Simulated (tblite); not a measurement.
Species: C5H4F2.
Numbering: `[CH2:1]=[C:2]1[CH:3]=[C:4]1[CH:5]([F:6])[F:7]` (hydrogens: H8, H9 on C1; H10 on C3; H11 on C5)

Computed with GFN2-xTB (tblite), gas phase: Langevin dynamics at 300 K from the optimised GFN2-xTB geometry, time step 0.5 fs, friction 0.01 fs⁻¹, 2000 steps.

Start geometry:
```
atom  x, y, z in Å
C1     -2.121   -0.401    0.285
C2     -0.998    0.209    0.012
C3     -0.206    1.352   -0.405
C4      0.455    0.245   -0.095
C5      1.742   -0.451    0.055
F6      2.784    0.340   -0.312
F7      1.804   -1.554   -0.735
H8     -2.141   -1.425    0.612
H9     -3.067    0.102    0.182
H10    -0.165    2.366   -0.720
H11     1.918   -0.779    1.096
```

The statistics below take the 31 frames saved every 25 fs from 250 to 1000 fs; their kinetic temperature (all 3N coordinates) averages 331 K.

**Question.** Give the mean, spread and extremes of the bond lengths.

**Answer.** 
```json
{"bond": "C1=C2", "start (Å)": "1.307", "mean (Å)": "1.308", "standard deviation (Å)": "0.015", "shortest (Å)": "1.263", "longest (Å)": "1.332"}
{"bond": "C2–C3", "start (Å)": "1.452", "mean (Å)": "1.454", "standard deviation (Å)": "0.028", "shortest (Å)": "1.400", "longest (Å)": "1.517"}
{"bond": "C3=C4", "start (Å)": "1.326", "mean (Å)": "1.329", "standard deviation (Å)": "0.017", "shortest (Å)": "1.291", "longest (Å)": "1.363"}
{"bond": "C4–C5", "start (Å)": "1.471", "mean (Å)": "1.477", "standard deviation (Å)": "0.022", "shortest (Å)": "1.430", "longest (Å)": "1.518"}
{"bond": "C5–F6", "start (Å)": "1.358", "mean (Å)": "1.375", "standard deviation (Å)": "0.053", "shortest (Å)": "1.276", "longest (Å)": "1.487"}
{"bond": "C5–F7", "start (Å)": "1.358", "mean (Å)": "1.358", "standard deviation (Å)": "0.030", "shortest (Å)": "1.288", "longest (Å)": "1.405"}
{"bond": "C2–C4", "start (Å)": "1.457", "mean (Å)": "1.463", "standard deviation (Å)": "0.033", "shortest (Å)": "1.405", "longest (Å)": "1.539"}
{"bond": "C1–H8", "start (Å)": "1.076", "mean (Å)": "1.080", "standard deviation (Å)": "0.033", "shortest (Å)": "1.010", "longest (Å)": "1.162"}
{"bond": "C1–H9", "start (Å)": "1.076", "mean (Å)": "1.084", "standard deviation (Å)": "0.027", "shortest (Å)": "1.041", "longest (Å)": "1.127"}
{"bond": "C3–H10", "start (Å)": "1.063", "mean (Å)": "1.071", "standard deviation (Å)": "0.034", "shortest (Å)": "1.013", "longest (Å)": "1.156"}
{"bond": "C5–H11", "start (Å)": "1.105", "mean (Å)": "1.104", "standard deviation (Å)": "0.024", "shortest (Å)": "1.054", "longest (Å)": "1.160"}
```

**Question.** Give the same statistics for bond angles, one of each kind among heavy atoms.

**Answer.** 
```json
{"angle": "C1–C2–C3", "start (°)": "153.6", "mean (°)": "152.1", "standard deviation (°)": "4.2", "smallest (°)": "145.0", "largest (°)": "162.2"}
{"angle": "C1–C2–C4", "start (°)": "152.1", "mean (°)": "151.9", "standard deviation (°)": "4.4", "smallest (°)": "143.4", "largest (°)": "160.9"}
{"angle": "C3–C2–C4", "start (°)": "54.2", "mean (°)": "54.2", "standard deviation (°)": "1.2", "smallest (°)": "52.3", "largest (°)": "56.3"}
{"angle": "C2–C3–C4", "start (°)": "63.1", "mean (°)": "63.3", "standard deviation (°)": "2.2", "smallest (°)": "59.4", "largest (°)": "68.2"}
{"angle": "C3–C4–C5", "start (°)": "148.8", "mean (°)": "148.0", "standard deviation (°)": "5.8", "smallest (°)": "139.0", "largest (°)": "160.6"}
{"angle": "C2–C4–C3", "start (°)": "62.7", "mean (°)": "62.5", "standard deviation (°)": "1.7", "smallest (°)": "59.2", "largest (°)": "65.7"}
{"angle": "C2–C4–C5", "start (°)": "148.6", "mean (°)": "148.2", "standard deviation (°)": "5.3", "smallest (°)": "137.2", "largest (°)": "157.5"}
{"angle": "C4–C5–F6", "start (°)": "111.6", "mean (°)": "111.3", "standard deviation (°)": "4.0", "smallest (°)": "104.2", "largest (°)": "121.4"}
{"angle": "F6–C5–F7", "start (°)": "106.3", "mean (°)": "105.9", "standard deviation (°)": "2.5", "smallest (°)": "100.4", "largest (°)": "110.5"}
```

**Question.** How far does each atom move about its mean position (frames aligned on the start, all atoms weighted alike), and what rms force does it feel?

**Answer.** 
```csv
atom,rms displacement (Å),rms force (eV/Å)
C1,0.14,1.94
C2,0.12,1.50
C3,0.19,1.92
C4,0.14,1.47
C5,0.07,1.92
F6,0.61,1.47
F7,0.57,0.95
H8,0.29,1.12
H9,0.17,0.94
H10,0.30,1.20
H11,0.48,0.85
```

The displacements run from 0.07 to 0.61 Å, the largest at F6.

**Question.** Follow the torsion C3–C4–C5–F6 through every second one of these frames.

**Answer.** 
```csv
t (fs),C3–C4–C5–F6 (°)
250,-18
300,-40
350,-46
400,-57
450,-82
500,-98
550,-100
600,-76
650,-64
700,-54
750,-43
800,-27
850,8
900,-6
950,-17
1000,8
```

Largest departure from the start value over all these frames: C3–C4–C5–F6 107° (start -3°).

The run is classical and short, so these are rough statistics of one trajectory.

What follows is the cost of the whole dynamics run. The run took 6.0 s on one thread, Arm Neoverse V2 (aarch64) (shared host), and the process peaked at 0.18 GiB of memory.
